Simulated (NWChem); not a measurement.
A series in which one site is exchanged, each optimised at PBE0/def2-SVP with NWChem, gas phase unless a solvent is named. Some are not confirmed as minima by frequencies. def2 effective core potentials on I; no spin-orbit coupling.

A: I[SiH](Cl)Cl (SiHICl$_{2}$; site = I)
B: Cl[SiH2]Cl (SiH₂Cl₂; site = H)
C: F[SiH](Cl)Cl (SiHCl2F; site = F)
D: Cl[SiH](Cl)Cl (SiHCl$_{3}$; site = Cl)

Values for A:

```
Item                                                Result
--------------------------------------------------  ------
dipole (D), PBE0/def2-SVP                             0.88
orbital gap (eV), PBE0/def2-SVP                       7.03
static polarisability, PBE/def2-SVPD (bohr³)          91.3
lowest singlet excitation, PBE/def2-SVPD, TDA (eV)    5.00
```

Task: How do these values change for the other members?

Result: 
```tsv
change from A	B	C	D
dipole (D), PBE0/def2-SVP	+0.46	+0.32	+0.09
orbital gap (eV), PBE0/def2-SVP	+2.33	+3.00	+2.40
static polarisability, PBE/def2-SVPD (bohr³)	-35.3	-37.5	-23.1
lowest singlet excitation, PBE/def2-SVPD, TDA (eV)	+1.70	+2.49	+1.74
```
